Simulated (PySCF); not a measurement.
Several structures and their simulated spectra, in scrambled order.

A. SMILES c1(C(F)(F)F)oc2ccccc2p1
B. `c1cc(C#C[Si@@H](C)P)oc1`
C. SMILES FC(F)(F)c1ccpcp1

Spectrum 1. $^{13}$C{$^{1}$H} NMR (computed): δ 149.0 (CH), 142.3 (C), 127.1 (CH), 118.1 (CH), 106.7 (C), 106.3 (C), -1.7 (CH3).

Spectrum 2. $^{13}$C{$^{1}$H} NMR (computed): δ 194.3 (C), 165.9 (C), 145.5 (C), 136.1 (CH), 134.5 (CH), 130.4 (C), 128.7 (CH), 120.2 (CH).

Spectrum 3. $^{13}$C{$^{1}$H} NMR (computed): δ 195.8 (CH), 166.5 (C), 162.5 (CH), 138.4 (CH), 135.8 (C).

PySCF 2.14 calculation with structure optimised with GFN2-xTB and GIAO PBE0/pcSseg-1 shieldings; no relativistic terms, one computed conformer, no solvent model, equivalent nuclei averaged.

Chemical shifts δ = σref − σ; $^{13}$C (186.93 ppm) against TMS, all at this level. Splittings of carbon signals by F and P are missing where no couplings were computed. Shifts are as computed. Against solution values, carbons near 30 ppm lie about +3 ppm off and those near 130 ppm about +5 ppm. Of 1211 compounds with measured shifts, 218 miss one by over three times the rms of a fit or turn the order of signals round; such compounds aren't used in these exercises.

Question: Match each spectrum to its structure.

Answer: 1–B, 2–A, 3–C.

- Spectrum 1 (B): 7 $^{13}$C signals; δC 127.1 is an aromatic CH; δC -1.7 is a methyl carbon bonded to Si.
- Spectrum 2 (A): 8 $^{13}$C signals; δC 136.1 is an aromatic CH; δC 134.5 is an aromatic CH.
- Spectrum 3 (C): 5 $^{13}$C signals; δC 138.4 is an aromatic CH; δC 135.8 is a CF3 carbon.
